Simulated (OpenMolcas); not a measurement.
Ionisation energies of mercury

| Property | Result |
| --- | --- |
| Program | OpenMolcas 26.06 |
| Basis | ANO-RCC-VDZP [7s6p4d2f] |
| Scalar Hamiltonian | DKH2, point nucleus |
| Spin-orbit coupling | RASSI with atomic mean-field integrals over the reference wave functions, term energies averaged over their components |

Active shells in each charge state: the valence s, p shells, with orbitals averaged over the low states. Where CASPT2's correlated closed shells are named, they are those of the first ion.

A. CASSCF
B. SS-CASPT2, IPEA 0.25 Eh, imaginary shift 0.1 Eh (closed shells correlated: 5d)
C. SS-CASPT2, IPEA 0 Eh, imaginary shift 0.1 Eh (closed shells correlated: 5d)
D. SS-CASPT2, IPEA 0.25 Eh, imaginary shift 0.1 Eh (closed shells correlated: 4f 5s 5p 5d)
E. SS-CASPT2, IPEA 0.25 Eh, imaginary shift 0.1 Eh (closed shells correlated: none)

Energies in eV between the lowest computed levels, named as in B; reference values from the NIST Atomic Spectra Database with their kind.

| From | To | A | B | C | D | E | Spin-orbit share in B | Reference |
| --- | --- | --- | --- | --- | --- | --- | --- | --- |
| Hg 6s² ¹S₀ | Hg+ 6s ²S_1/2 | 9.152 | 10.036 | 10.033 | 10.123 | 9.189 | +0.000 | 10.438 (measured) |
| Hg+ 6s ²S_1/2 | Hg2+ 5d¹⁰ ¹S₀ | 17.209 | 18.582 | 18.656 | 18.734 | 17.209 | +0.000 | 18.757 (measured) |

Error against the reference values, in %:

| From | Reference | A | B | C | D | E |
| --- | --- | --- | --- | --- | --- | --- |
| Hg | measured | -12.3 | -3.9 | -3.9 | -3.0 | -12.0 |
| Hg+ | measured | -8.3 | -0.9 | -0.5 | -0.1 | -8.3 |

Mean absolute error over the 2 measured values: A 1.42 eV, B 0.29 eV, C 0.25 eV, D 0.17 eV, E 1.40 eV. D lies closest.
